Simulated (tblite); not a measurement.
Compound: C5H18Si3.
Cartesian coordinates in Å at the GFN2-xTB level; atoms count from 1:
```
atom  x, y, z in Å
C1    -2.356    0.043    1.400
C2    -2.120   -0.284   -0.076
Si3   -2.569    1.206   -1.171
Si4   -0.356   -0.956   -0.386
C5     0.043   -2.364    0.834
C6     0.929    0.440   -0.201
C7     2.368   -0.044   -0.391
Si8    3.633    1.369   -0.266
H9    -1.679    0.827    1.735
H10   -3.375    0.390    1.567
H11   -2.196   -0.833    2.027
H12   -2.807   -1.093   -0.345
H13   -3.997    1.511   -1.020
H14   -1.802    2.387   -0.764
H15   -2.290    0.893   -2.573
H16   -0.295   -1.489   -1.761
H17   -0.755   -3.099    0.864
H18    0.187   -1.991    1.844
H19    0.952   -2.884    0.546
H20    0.841    0.909    0.781
H21    0.715    1.222   -0.932
H22    2.590   -0.810    0.355
H23    2.453   -0.535   -1.363
H24    3.335    2.376   -1.287
H25    4.986    0.846   -0.467
H26    3.544    1.986    1.061
```

Computed with GFN2-xTB (tblite): harmonic, unscaled wavenumbers at the GFN2-xTB geometry, gas phase. Errors from tens to a few hundred cm⁻¹ against measured bands are possible. Modes of hydrogen on silicon can be 10 to 20 % off. One conformer, not necessarily the lowest.

Harmonic wavenumbers (cm⁻¹): 30.2, 46.4, 63.1, 66.3, 125.1, 127.4, 130.7, 138.1, 167.4, 186.3, 214.9, 229.3, 251.6, 281.0, 342.7, 504.6, 509.0, 531.8, 542.9, 602.8, 629.4, 654.3, 694.3, 711.4, 753.4, 771.9, 777.0, 783.7, 788.6, 792.9, 796.7, 798.3, 805.3, 823.7, 832.7, 835.2, 990.6, 1053.0, 1068.4, 1070.7, 1081.1, 1153.4, 1197.7, 1269.0, 1275.3, 1315.2, 1371.4, 1421.9, 1483.4, 1486.2, 1491.4, 1494.7, 1514.0, 1521.3, 2152.1, 2223.0, 2241.4, 2243.6, 2251.5, 2254.5, 2258.1, 2914.3, 2954.0, 2964.8, 2974.7, 2979.7, 2996.0, 3008.7, 3022.3, 3033.1, 3040.4, 3043.8.

A = 1523, B = 530.4, C = 443.1 MHz; mass 162.072 u (most abundant isotopes); point group C1, symmetry number 1.

Task: Zero-point energy?

Result: Half the sum of the wavenumbers: 44578 cm⁻¹ = 127.45 kcal/mol.

Task: Entropy at 400 K, 1 bar (ideal gas, RRHO, classical rotation)?

Result: Translation 42.64, rotation 32.05, vibration 67.87: S = 142.6 cal/(mol K).

Task: And Cp and H(400 K) − H(0)?

Result: Cp = 69.94 cal/(mol K), of which vibrations give 61.99 (their classical limit is 72 R = 143.1); H(400 K) − H(0) = 16.55 kcal/mol without the zero-point energy, 13.37 from vibrations.

Task: How do the functions run with temperature in this model?

Result: 
```csv
T (K),S (cal/(mol K)),Cp (cal/(mol K)),H − H(0) (kcal/mol),G − H(0) (kcal/mol),ln q(vib)
150,93.6,34.7,3.35,-10.69,6.21
250,114.7,49.4,7.55,-21.14,10.84
298.15,124.0,56.4,10.09,-26.89,12.97
600,175.0,90.0,32.67,-72.31,25.44
900,215.5,109.9,62.89,-131.10,36.47
```

q(vib) and H(0) count from the zero-point level.

Task: Which modes carry the vibrational entropy at 400 K?

Result: 30.2 cm⁻¹: 6.40; 46.4 cm⁻¹: 5.55; 63.1 cm⁻¹: 4.94; 66.3 cm⁻¹: 4.84; 125.1 cm⁻¹: 3.59; 127.4 cm⁻¹: 3.56 cal/(mol K); the other 66 give 39.00 together.

Hindered rotation and anharmonicity are outside this model. Other conformers, if any are populated, would add a mixing term that is left out. The structure is chiral; the term R ln 2 for an equal mix with its mirror image is left out.
